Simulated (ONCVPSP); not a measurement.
zinc (Zn): one change to an ONCV potential, before and after

zinc, optimised norm-conserving Vanderbilt (ONCV), made with ONCVPSP 4.0.1 (LDA (Perdew-Wang 92), fully relativistic). Core [Ne] 3s2, reference 3p6 3d10 4s2. Waves: 4s: rc 1.80 bohr, ncon 4, nbas 8, qcut 3.5 1/bohr, 3 projectors, debl 3 Ha; 3p: rc 0.70 bohr, ncon 4, nbas 8, qcut 12.4 1/bohr, 2 projectors, debl 1.6 Ha; 3d: rc 1.10 bohr, ncon 4, nbas 9, qcut 13.8 1/bohr, 1 projector; f scattering state at 0.17 Ha: rc 1.90 bohr, ncon 4, nbas 7, qcut 5.8 1/bohr, 2 projectors, debl 3.8 Ha. Local part: polynomial inside 0.55 bohr (lpopt 5, dvloc0 0 Ha). Core correction: Teter function, fcfact 5.25, rcfact 1.45.

Open shells are filled in proportion to 2j + 1.

In the p channel the program set the typed energies aside and used -3.022, 0.250 Ha (j = l + 1/2; the other j can differ).

All-electron outer shells of the reference configuration (LDA (PZ), scalar-relativistic, ld1.x):

```json
{"shell": "3s", "level (eV)": "-128.62", "outermost node (bohr)": "0.28", "outermost maximum (bohr)": "0.59"}
{"shell": "3p", "level (eV)": "-83.26", "outermost node (bohr)": "0.25", "outermost maximum (bohr)": "0.59"}
{"shell": "3d", "level (eV)": "-10.42", "outermost node (bohr)": "–", "outermost maximum (bohr)": "0.56"}
{"shell": "4s", "level (eV)": "-6.23", "outermost node (bohr)": "0.85", "outermost maximum (bohr)": "2.09"}
```

Change: scalar-relativistic. In the p channel the program set the typed energies aside and used -3.060, 0.250 Ha.

Cutoffs: the cutoffs (Ha) at which the residual kinetic energy of the hardest occupied pseudo-wave falls to 1 and 0.1 mHa per electron; they do not see the model core or the augmentation charge, which bear on the density cutoff. Errors are all-electron minus pseudo energies relative to the spin-unpolarised reference configuration.

Q: What does the change do?

A: The potential gets neither clearly harder nor softer (79 Ha and 366 Ha → 79 Ha and 366 Ha); both files keep a bound ghost (f, s); of the 4 tests that both files solve, the error grows in 2 and shrinks in 0 by more than 15 % and 0.3 meV (median size 51.0 → 48.4 meV).

| quantity | base | changed |
| --- | --- | --- |
| cutoff, loose | 79 Ha | 79 Ha |
| cutoff, tight | 366 Ha | 366 Ha |
| loose cutoff by channel | s 6.1 Ha, p 79 Ha, d 78 Ha | s 6.1 Ha, p 79 Ha, d 78 Ha |
| bound ghosts | s, f7/2, f5/2 | s, f |
| GHOST(+) flags under 300 eV | s at 250.8 eV | s at 250.9 eV |
| error for 3p6 3d10 4s1, meV [ΔE 10.18 eV] | -5.4 | -6.6 |
| error for 3p6 3d10 4s0, meV [ΔE 28.95 eV] | -34 | -37 |
| error for 3p6 3d9 4s0, meV [ΔE 69.84 eV] | +68 | +60 |
| error for 3p5 3d10 4s2, meV [ΔE 91.95 → 91.92 eV] | -114 | -152 |
| s: phases at 1.83 bohr within 0.05 rad from the reference energy up to (Ha; the scan ends near 5) | to the end of the scan | to the end of the scan |
| rms error of d²Exc/dni dnj with the model core, mHa | 7.13 | 2.15 |

 A true bound ghost makes a file unfit for plane-wave use even where its test errors are small: the radial tests pick states by their node count and pass the ghost by.
